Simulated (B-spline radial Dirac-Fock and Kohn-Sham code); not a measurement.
## Electron-impact ionisation of Lu

System: the Lu atom, [Xe] 4f14 5d1 6s2.

Method: the relativistic binary-encounter-Bethe (RBEB) model with Dirac-Fock orbital kinetic energies; direct ionisation only. Computed with a radial atomic solver. For shells bound by less than 100 eV the term U + B of the denominator is divided by n when n is 3 or more, and by 2 for n = 1, 2 in singly charged ions. Excitation-autoionisation and multiple ionisation are left out; it is a semi-empirical estimate, least reliable for totals near the maximum.

Orbital inputs (open shells are filled statistically over j, and the NIST value is set on the highest orbital of the configuration average):

| subshell | N | B (eV) | source of B | U (eV) |
| --- | --- | --- | --- | --- |
| 1s | 2 | 63314.0 | tabulated edge | 84848.5 |
| 2s | 2 | 10870.0 | tabulated edge | 19698.0 |
| 2p1/2 | 2 | 10349.0 | tabulated edge | 19576.1 |
| 2p3/2 | 4 | 9244.0 | tabulated edge | 15410.7 |
| 3s | 2 | 2491.0 | tabulated edge | 6191.0 |
| 3p1/2 | 2 | 2264.0 | tabulated edge | 6059.3 |
| 3p3/2 | 4 | 2024.0 | tabulated edge | 5063.7 |
| 3d3/2 | 4 | 1639.0 | tabulated edge | 4887.5 |
| 3d5/2 | 6 | 1589.0 | tabulated edge | 4663.0 |
| 4s | 2 | 506.8 | tabulated edge | 1907.6 |
| 4p1/2 | 2 | 412.4 | tabulated edge | 1792.8 |
| 4p3/2 | 4 | 359.2 | tabulated edge | 1519.0 |
| 4d3/2 | 4 | 206.1 | tabulated edge | 1305.6 |
| 4d5/2 | 6 | 217.6 | Dirac-Fock −ε | 1242.3 |
| 4f5/2 | 6 | 23.28 | Dirac-Fock −ε | 808.7 |
| 4f7/2 | 8 | 21.52 | Dirac-Fock −ε | 784.6 |
| 5s | 2 | 73.52 | Dirac-Fock −ε | 358.5 |
| 5p1/2 | 2 | 44.24 | Dirac-Fock −ε | 285.3 |
| 5p3/2 | 4 | 36.95 | Dirac-Fock −ε | 230.1 |
| 5d3/2 | 0.4 | 5.60 | NIST ionisation energy + computed splitting | 69.48 |
| 5d5/2 | 0.6 | 5.43 | NIST ionisation energy | 63.91 |
| 6s | 2 | 6.05 | Dirac-Fock −ε | 29.49 |

Inner-shell cross sections in barn (the model is not trusted for the total of d- and f-block atoms):

```csv
T (eV),K,L1,L2,L3,M4,M5
2000,–,–,–,–,2300,4350
3000,–,–,–,–,7560,12700
5000,–,–,–,–,12400,20200
10000,–,–,–,34.4,14200,22700
15000,–,55.9,70.6,245,13300,21100
20000,–,107,125,375,12200,19200
30000,–,161,180,493,10300,16200
50000,–,191,209,539,7940,12400
100000,2.51,185,200,492,5460,8530
200000,6.15,162,173,415,3910,6090
300000,7.72,151,161,381,3360,5230
1e+06,12.0,145,154,359,2790,4350
```
